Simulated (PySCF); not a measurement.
(Cl)3Ti-S-SiH3 (singlet state).
Geometry (PBE0-D3(BJ)/def2-SVP, Å), atoms numbered from 1 in this order:
```
atom  x, y, z in Å
Ti1   -0.1621    1.4294   -0.7064
Cl2    1.8729    1.4031   -1.4390
Cl3   -1.3965    0.1451   -1.9408
Cl4   -0.9200    3.4430   -0.6369
S5    -0.2256    0.6380    1.3760
Si6    0.1713   -1.4441    0.8937
H7     0.8923   -2.0050    2.0702
H8    -1.1251   -2.1440    0.6806
H9     1.0255   -1.5349   -0.3231
```

Theory: PBE0-D3(BJ)/def2-SVP geometry optimisation, gas phase (PySCF 2.14.0).

Task: Which atoms are bound to Ti1, and at what distances?

Result: 4 atoms: Cl4 2.153 Å, Cl2 2.163 Å, Cl3 2.167 Å, S5 2.229 Å. The nearest atom not counted as bound is H9, at 3.22 Å.

Task: List the angles at Ti1.

Result: 
```json
{"angle": "Cl3–Ti1–Cl4", "degrees": "111.9", "distance of the outer atoms (Å)": "3.58"}
{"angle": "Cl2–Ti1–Cl4", "degrees": "110.7", "distance of the outer atoms (Å)": "3.55"}
{"angle": "Cl2–Ti1–S5", "degrees": "109.8", "distance of the outer atoms (Å)": "3.59"}
{"angle": "Cl2–Ti1–Cl3", "degrees": "109.6", "distance of the outer atoms (Å)": "3.54"}
{"angle": "Cl3–Ti1–S5", "degrees": "107.8", "distance of the outer atoms (Å)": "3.55"}
{"angle": "Cl4–Ti1–S5", "degrees": "107.0", "distance of the outer atoms (Å)": "3.52"}
```

Task: What is the shape at Ti1?

Result: Tetrahedral: angles from 107.0° to 111.9°; τ4 = (360° − α − β)/141° = 0.97 with α and β the two widest (0 for a square, 1 for a tetrahedron). The Ti–Cl distances aren't all alike: 2.153 to 2.167 Å.

Task: What are the other bond lengths?

Result: S5–Si6 2.174 Å; Si6–H7, Si6–H8, Si6–H9 1.489 Å.

Task: Give some angles away from the centre.

Result: Ti1–S5–Si6 97.3°.

Task: What are the rotational constants (commonest isotopes, rigid rotor)?

Result: A = 1139, B = 695.5, C = 690.7 MHz: a near-prolate asymmetric top.

Point group: C1 (no symmetry element, even within 0.4 Å). Charge 0, singlet. PBE0-D3(BJ)/def2-SVP frequencies: not computed here.

Time: 2.9 min wall; peak memory 0.58 GiB. Hardware: an Arm Neoverse V1 with one thread, shared host. These figures are those of the optimisation.
